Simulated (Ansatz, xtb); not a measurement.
## A geometry optimisation of ClFGeH3Si+ with r2SCAN-D4/def2-SVP

The starting geometry of this gas-phase singlet has its atoms placed at random.

| atom | x (Å) | y (Å) | z (Å) |
| --- | --- | --- | --- |
| Cl | 0.9491 | -0.4676 | 0.7768 |
| F | -0.3530 | 0.4889 | -2.0999 |
| Ge | -1.4454 | -1.3234 | 0.2861 |
| Si | -0.8964 | 1.4697 | -0.6041 |
| H | -1.6765 | 0.3952 | -0.4837 |
| H | 0.6004 | 2.1670 | -0.3627 |
| H | -0.2215 | -0.6399 | -0.1063 |

Task: Guess where an optimisation with r2SCAN-D4/def2-SVP ends from this start.

Result: It ends as a structure with H7 bridging Ge3 and Si4, given below by its coordinates. Distances that change by over a tenth: F2–Si4 (1.87 → 1.60 Å), Ge3–H5 (1.90 → 3.77 Å), Ge3–H7 (1.46 → 1.88 Å), Si4–H5 (1.33 → 1.48 Å), Si4–H6 (1.67 → 1.48 Å). Contacts that open: Cl1–H7 (1.48 → 2.88 Å). Contacts that close: Cl1–Ge3 (2.59 → 2.13 Å), Si4–H7 (2.27 → 1.60 Å).

The energy falls by 7.31 eV over 24 steps:

```csv
step,E − E(last) (eV)
1,7.309
4,4.200
6,2.830
9,0.509
11,0.144
14,0.092
16,0.062
19,0.013
21,0.001
24,0.000
```

Final geometry (Å):

```tsv
atom	x (Å)	y (Å)	z (Å)
Cl	0.1029	-0.6660	2.0507
F	-0.9153	1.1904	-2.5431
Ge	-0.0902	-1.9608	0.3723
Si	-0.6178	1.0651	-0.9781
H	-1.7912	1.3700	-0.1346
H	0.7034	1.5996	-0.5904
H	-0.4353	-0.5084	-0.7707
```

From the same start GFN2-xTB ends elsewhere, differing in Ge3–H7 (4.47 against 1.88 Å here).

From so rough a start the end depends on the optimiser's path, so another program may land elsewhere. No frequencies were run, so the end isn't proven a minimum. Run with Ansatz 0.2.0, 3.5 min on 1 thread of AMD EPYC (Zen 3) (shared host).
